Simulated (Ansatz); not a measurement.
The cluster Pb₅⁺, relaxed as a doublet with UKS r2SCAN-D4/def2-SVP in Ansatz, starting from the GFN1-xTB geometry. Force threshold 0.02 eV/Å.

In the def2 sets Pb takes a core potential; there is no spin–orbit coupling. The relaxation made no stability test and no search for a lower SCF solution. Another isomer (doublet) lies 0.05 eV lower at r2SCAN-D4/def2-TZVP; other spin states weren't run for this one.

Start:

```
atom    x (Å)    y (Å)    z (Å)
 Pb1   1.1547  -1.0658   1.1214
 Pb2  -0.1731   1.5592   1.6539
 Pb3   1.6696   0.1636  -1.5610
 Pb4  -1.1507   1.0627  -1.1272
 Pb5  -1.5005  -1.7197  -0.0871
```

```json
{"step": "1", "energy (eV)": "-26252.0177", "largest force component (eV/Å)": "0.596", "SCF passes": "60"}
{"step": "2", "energy (eV)": "-26252.0580", "largest force component (eV/Å)": "0.181", "SCF passes": "42"}
{"step": "3", "energy (eV)": "-26252.0829", "largest force component (eV/Å)": "0.046", "SCF passes": "40"}
{"step": "4", "energy (eV)": "-26252.0844", "largest force component (eV/Å)": "0.022", "SCF passes": "40"}
{"step": "5", "energy (eV)": "-26252.0847", "largest force component (eV/Å)": "0.027", "SCF passes": "38"}
{"step": "6 (rejected)", "energy (eV)": "-26252.0840", "largest force component (eV/Å)": "0.124", "SCF passes": "45"}
{"step": "7", "energy (eV)": "-26252.0858", "largest force component (eV/Å)": "0.044", "SCF passes": "38"}
{"step": "8 (rejected)", "energy (eV)": "-26252.0642", "largest force component (eV/Å)": "0.300", "SCF passes": "43"}
{"step": "9 (rejected)", "energy (eV)": "-26252.0848", "largest force component (eV/Å)": "0.072", "SCF passes": "47"}
{"step": "10", "energy (eV)": "-26252.0872", "largest force component (eV/Å)": "0.028", "SCF passes": "39"}
{"step": "11", "energy (eV)": "-26252.0875", "largest force component (eV/Å)": "0.030", "SCF passes": "39"}
{"step": "12 (rejected)", "energy (eV)": "-26252.0850", "largest force component (eV/Å)": "0.088", "SCF passes": "41"}
{"step": "13", "energy (eV)": "-26252.0878", "largest force component (eV/Å)": "0.022", "SCF passes": "40"}
{"step": "14", "energy (eV)": "-26252.0878", "largest force component (eV/Å)": "0.007", "SCF passes": "36"}
{"step": "15", "energy (eV)": "-26252.0879", "largest force component (eV/Å)": "0.007", "SCF passes": "27"}
```

Force components are those of the run's own axes.

End:

```xyz
5

Pb    1.191   -1.086    1.176
Pb   -0.157    1.479    1.562
Pb    1.699    0.210   -1.545
Pb   -1.194    1.113   -1.147
Pb   -1.538   -1.716   -0.046
```

By distances, no bond broke or formed. The bond that changes most is Pb2–Pb4, from 2.99 to 2.92 Å (atoms count from 1).

The force fell under the threshold at step 14, but the optimiser went on. No frequencies were taken in this run, so the end may be a saddle point.

Hardware: 4 threads of Arm Neoverse V1 on a shared host. Wall time 2.2 min.
